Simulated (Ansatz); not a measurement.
Reaction: C2H3ClF2 (2-chloro-1,1-difluoroethane, SMILES FC(F)CCl) → C2H3ClF2 (SMILES ClC(F)(C)F)
Each species at its own B3LYP-D3(BJ)/def2-TZVP minimum (Ansatz, an electronic-structure program), one conformer.

Total energies in hartree (Ansatz). Radicals and triplets start from unrestricted determinants; spin-orbit coupling is neglected. Correlated methods leave the cores frozen. No relativity.

| species | HF/cc-pV(T+d)Z | CCSD(T)/cc-pV(T+d)Z | HF/cc-pV(Q+d)Z | CCSD(T)/cc-pV(Q+d)Z | CCSD(T)/cc-pV(D+d)Z | CCSDT(Q)/cc-pV(D+d)Z |
|---|---|---|---|---|---|---|
| 1: C2H3ClF2 (SMILES FC(F)CCl) | -735.98630 | -737.08019 | -736.01137 | -737.19150 | -736.71881 | -736.72139 |
| 2: C2H3ClF2 (SMILES CC(F)(F)Cl) | -735.99068 | -737.08825 | -736.01561 | -737.19942 | -736.72749 | -736.73004 |

**Question.** Work out the isomerisation energy (electronic) in kcal/mol: take Hartree-Fock from cc-pV(Q+d)Z, extrapolate the CCSD(T) correlation energy as X^-3 (X = 3, 4), and add CCSDT(Q) - CCSD(T) in cc-pV(D+d)Z. 1 hartree = 627.51 kcal/mol.

**Answer.** 
Species 1: correlation (64·(-1.18013) - 27·(-1.09389))/37 = -1.24306; step -0.00258; E1 = -736.01137 + (-1.24306) + (-0.00258) = -737.25701
Species 2: correlation (64·(-1.18381) - 27·(-1.09757))/37 = -1.24674; step -0.00255; E2 = -736.01561 + (-1.24674) + (-0.00255) = -737.26490
-1·E1 +1·E2 = -0.00789 hartree = -5.0 kcal/mol.
